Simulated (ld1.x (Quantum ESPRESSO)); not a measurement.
## Cl (Z = 17): one change to a TM potential, before and after

ld1.x (Quantum ESPRESSO) 7.5 input, shortened:

```
&input
   title='Cl', zed=17., rel=1, dft='PBE', iswitch=3,
   config='[Ne] 3s2 3p5'
 /
 &inputp
   pseudotype=2, tm=.true., lloc=0,
   nlcc=.true., new_core_ps=.true., rcore=0.90
 /
2
3P  2  1   5.00   0.00  1.20  1.20  0.0
3S  1  0   2.00   0.00  1.35  1.35  0.0
 &test
   configts(1)='3s2 3p5'
 /
```

All-electron outer shells of the reference configuration (PBE, scalar-relativistic, ld1.x):

| shell | level (eV) | outermost node (bohr) | outermost maximum (bohr) |
| --- | --- | --- | --- |
| 2s | -252.70 | 0.12 | 0.36 |
| 2p | -191.63 | – | 0.30 |
| 3s | -20.69 | 0.55 | 1.29 |
| 3p | -8.59 | 0.53 | 1.43 |

Change: all radii but the core radius scaled by about 1.29 (s 1.74, p 1.54 bohr).

Cutoffs: the cutoffs (Ry, on a coarse ladder) from which the occupation-weighted sum of valence levels, in a spherical-Bessel basis at the reference potential, stays within 10 and 1 mRy of its value at 400 Ry; they do not see the model core or the augmentation charge, which bear on the density cutoff. Errors are all-electron minus pseudo energies relative to the spin-unpolarised reference configuration.

Problem. How do hardness, ghosts and transferability respond?

Solution. The potential gets softer (60 Ry and 110 Ry → 35 Ry and 55 Ry); of the 7 tests that both files solve, the error grows in 5 and shrinks in 1 by more than 15 % and 0.3 meV (median size 6.1 → 7.8 meV); neither file shows a bound ghost. A larger radius leaves more room for a smooth pseudo-wave, so fewer plane waves are needed.

```tsv
quantity	base	changed
cutoff, loose	60 Ry	35 Ry
cutoff, tight	110 Ry	55 Ry
loose cutoff by channel (10 mRy a level)	p 12 Ry, s 30 Ry	p 12 Ry, s 21 Ry
bound ghosts	none	none
error for 3s2 3p4, meV [ΔE 13.88 eV]	+3.3	+7.8
error for 3s2 3p3, meV [ΔE 39.32 eV]	+24	+49
error for 3s2 3p2, meV [ΔE 77.63 eV]	+81	+154
error for 3s2 3p5.3, meV [ΔE -2.14 eV]	+0.4	+0.7
error for 3s2 3p1, meV [ΔE 129.87 eV]	+194	+356
error for 3s1 3p5, meV [ΔE 26.58 eV]	+6.1	-3.2
error for 3s2 3p4.5, meV [ΔE 5.58 eV]	+0.4	+1.2
```
